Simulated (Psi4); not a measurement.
How methods differ on InICl2 (SMILES [Cl][In]([Cl])[I])

InICl2: 4 atoms, total charge 0, spin state singlet. As SMILES, `[Cl][In]([Cl])[I]`. Geometry: optimised at PBE0/def2-TZVP.

Quantity: the dipole moment, in D. The values are calculated.

```json
{"level": "PBE-D4/def2-TZVPP (density fitting, core potential)", "kind": "GGA", "program": "Psi4", "value (D)": "1.35", "CPU time": "19 s"}
{"level": "r2SCAN-D4/def2-TZVPP (density fitting, core potential)", "kind": "meta-GGA", "program": "Psi4", "value (D)": "1.36", "CPU time": "33 s"}
{"level": "B3LYP-D4/def2-TZVPP (density fitting, core potential)", "kind": "global hybrid", "program": "Psi4", "value (D)": "1.39", "CPU time": "22 s"}
{"level": "PBE0-D4/def2-TZVPP (density fitting, core potential)", "kind": "global hybrid", "program": "Psi4", "value (D)": "1.38", "CPU time": "19 s"}
{"level": "wB97M-V/def2-TZVPP (density fitting, core potential)", "kind": "range-separated hybrid", "program": "Psi4", "value (D)": "1.31", "CPU time": "37 s"}
```

The values span 1.31 to 1.39 D. Magnitudes only. Times are those of the runs behind each value, whatever else they computed, on shared processors of several kinds: orders of magnitude only.
